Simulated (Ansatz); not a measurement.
A run on C12H22 (`C1CCC(C2CCCCC2)CC1`) with other settings.

```yaml
crystal:
  periodic: [false, false, false]
  atoms:
    - {symbol: C, position_ang: [-0.210316, 0.919947, 3.388245]}
    - {symbol: C, position_ang: [-0.863592, -0.359065, 2.746740]}
    - {symbol: C, position_ang: [-0.148970, -0.834802, 1.512654]}
    - {symbol: C, position_ang: [-0.215059, 0.195638, 0.403794]}
    - {symbol: C, position_ang: [0.819991, 0.114539, -0.648864]}
    - {symbol: C, position_ang: [0.480842, 0.843430, -1.877638]}
    - {symbol: C, position_ang: [-0.612891, 0.277049, -2.740429]}
    - {symbol: C, position_ang: [-0.309303, -1.158931, -3.101926]}
    - {symbol: C, position_ang: [-0.005848, -1.968060, -1.831041]}
    - {symbol: C, position_ang: [1.099897, -1.389043, -1.069065]}
    - {symbol: C, position_ang: [-0.344787, 1.666666, 1.012038]}
    - {symbol: C, position_ang: [0.419306, 1.746914, 2.295466]}
    - {symbol: H, position_ang: [0.447777, 0.663119, 4.093121]}
    - {symbol: H, position_ang: [-0.964913, 1.536577, 3.883703]}
    - {symbol: H, position_ang: [-0.883893, -1.225156, 3.505041]}
    - {symbol: H, position_ang: [-1.929257, -0.179878, 2.512344]}
    - {symbol: H, position_ang: [-0.428900, -1.790791, 1.196887]}
    - {symbol: H, position_ang: [0.937232, -0.914328, 1.783589]}
    - {symbol: H, position_ang: [-1.245413, 0.042427, -0.120254]}
    - {symbol: H, position_ang: [1.693266, 0.454321, -0.233955]}
    - {symbol: H, position_ang: [1.461658, 0.921699, -2.515897]}
    - {symbol: H, position_ang: [0.220637, 1.922260, -1.716853]}
    - {symbol: H, position_ang: [-1.527842, 0.361778, -2.224945]}
    - {symbol: H, position_ang: [-0.772761, 0.908932, -3.664015]}
    - {symbol: H, position_ang: [0.545994, -1.197911, -3.806580]}
    - {symbol: H, position_ang: [-1.141129, -1.610688, -3.724855]}
    - {symbol: H, position_ang: [0.272094, -3.076153, -2.185347]}
    - {symbol: H, position_ang: [-0.900000, -2.062628, -1.288233]}
    - {symbol: H, position_ang: [1.319074, -1.967104, -0.165912]}
    - {symbol: H, position_ang: [2.005420, -1.302282, -1.728058]}
    - {symbol: H, position_ang: [-1.367875, 1.914954, 1.136330]}
    - {symbol: H, position_ang: [0.041500, 2.367637, 0.266610]}
    - {symbol: H, position_ang: [0.445498, 2.790687, 2.607563]}
    - {symbol: H, position_ang: [1.454167, 1.463368, 2.115635]}
basis:
  gaussian: {orbitals: aug-pcseg-2}
hamiltonian: {xc: {name: RPBE}, dispersion: d3bj}
output: {forces: true}
```

```sh
$ ansatz run in.yaml --threads 11 --pin off --events-out ev --progress --plain --max-ram 174080MiB --backend cuda --devices 0, --max-vram 75GiB
```

It prints (some lines left out):

```
Functional definition: RPBE
3786 factors; their error is unknown
mean field evaluation 1: about -12760.3844 eV, gradient 1.4e2 eV
mean field evaluation 2: about -12190.3707 eV, gradient 4.5e2 eV
mean field evaluation 4: about -12802.7414 eV, gradient 4.6e1 eV
mean field evaluation 8: about -12807.7373 eV, gradient 1.5e-1 eV
mean field evaluation 16: about -12807.5599 eV, gradient 1.9e-3 eV
mean field -12807.55985951 eV, -470.6691435612 hartree, gradient 1.2e-5 eV, S^2 0.000000; 0 other end points of the search recorded, 16 dependent functions left out
reference -12807.55997579 eV, -470.6691478343 hartree; 47, 47 occupied and 995, 995 virtual orbitals, 3786 factors
Total energy: -12811.88637293 eV, -470.8281399967 hartree
Atom 0 at    -0.210316     0.919947     3.388245 Å, force    -3.199751     0.041902    -2.999948 eV/Å
Atom 1 at    -0.863592    -0.359065     2.746740 Å, force    -0.732988    -0.952046     1.842751 eV/Å
Atom 2 at    -0.148970    -0.834802     1.512654 Å, force     2.278925     1.840878     0.710685 eV/Å
Atom 3 at    -0.215059     0.195638     0.403794 Å, force    -3.817546     1.087956    -0.176355 eV/Å
Atom 4 at     0.819991     0.114539    -0.648864 Å, force    -1.249653    -2.923701    -0.543229 eV/Å
Atom 5 at     0.480842     0.843430    -1.877638 Å, force     1.744278     2.754065    -2.357795 eV/Å
Atom 6 at    -0.612891     0.277049    -2.740429 Å, force     0.642899     0.293401    -1.624929 eV/Å
Atom 7 at    -0.309303    -1.158931    -3.101926 Å, force    -0.573841    -0.698876    -1.105622 eV/Å
Atom 8 at    -0.005848    -1.968060    -1.831041 Å, force     0.539793    -2.751160    -3.074052 eV/Å
Atom 9 at     1.099897    -1.389043    -1.069065 Å, force     1.571561     1.676900     0.611914 eV/Å
Atom 10 at    -0.344787     1.666666     1.012038 Å, force     1.166453    -1.402415    -1.260644 eV/Å
Atom 11 at     0.419306     1.746914     2.295466 Å, force     0.370714     0.934336     0.136878 eV/Å
Atom 12 at     0.447777     0.663119     4.093121 Å, force     2.896009    -1.178223     2.885569 eV/Å
Atom 13 at    -0.964913     1.536577     3.883703 Å, force    -0.368353    -0.083989     0.070121 eV/Å
Atom 14 at    -0.883893    -1.225156     3.505041 Å, force     0.031773     1.090017    -0.710251 eV/Å
Atom 15 at    -1.929257    -0.179878     2.512344 Å, force     0.143666     0.116790     0.001514 eV/Å
Atom 16 at    -0.428900    -1.790791     1.196887 Å, force    -0.729449    -1.643351    -0.549342 eV/Å
Atom 17 at     0.937232    -0.914328     1.783589 Å, force    -0.368143    -0.174218    -0.020132 eV/Å
Atom 18 at    -1.245413     0.042427    -0.120254 Å, force     1.294826     0.046459     0.685762 eV/Å
Atom 19 at     1.693266     0.454321    -0.233955 Å, force     2.624968     1.116555     1.008791 eV/Å
Atom 20 at     1.461658     0.921699    -2.515897 Å, force    -1.389965    -0.204571     0.763854 eV/Å
Atom 21 at     0.220637     1.922260    -1.716853 Å, force     0.238929    -0.519075     0.270601 eV/Å
Atom 22 at    -1.527842     0.361778    -2.224945 Å, force    -1.518067    -0.132878     0.876375 eV/Å
Atom 23 at    -0.772761     0.908932    -3.664015 Å, force     0.366316    -0.442981     0.631252 eV/Å
Atom 24 at     0.545994    -1.197911    -3.806580 Å, force     0.103939     0.103611     0.354525 eV/Å
Atom 25 at    -1.141129    -1.610688    -3.724855 Å, force     0.439745     0.251263     0.781690 eV/Å
Atom 26 at     0.272094    -3.076153    -2.185347 Å, force    -0.489941     1.880120     0.757019 eV/Å
Atom 27 at    -0.900000    -2.062628    -1.288233 Å, force    -1.409340    -0.141656     1.127656 eV/Å
Atom 28 at     1.319074    -1.967104    -0.165912 Å, force     0.300444    -0.095841    -0.115565 eV/Å
Atom 29 at     2.005420    -1.302282    -1.728058 Å, force    -0.364067    -0.450334     0.503268 eV/Å
Atom 30 at    -1.367875     1.914954     1.136330 Å, force    -1.290044     0.240641     0.350256 eV/Å
Atom 31 at     0.041500     2.367637     0.266610 Å, force     0.134827     0.131204     0.001453 eV/Å
Atom 32 at     0.445498     2.790687     2.607563 Å, force     0.211966     0.383823     0.207933 eV/Å
Atom 33 at     1.454167     1.463368     2.115635 Å, force     0.399114    -0.194607    -0.042005 eV/Å
Dipole moment:    -0.010656     0.041606     0.043995 e Å
```

It took 49 s on 11 threads of an AMD EPYC 7R13 on a shared host and a whole NVIDIA H100 80 GB, with 3 GiB of host memory at the peak.
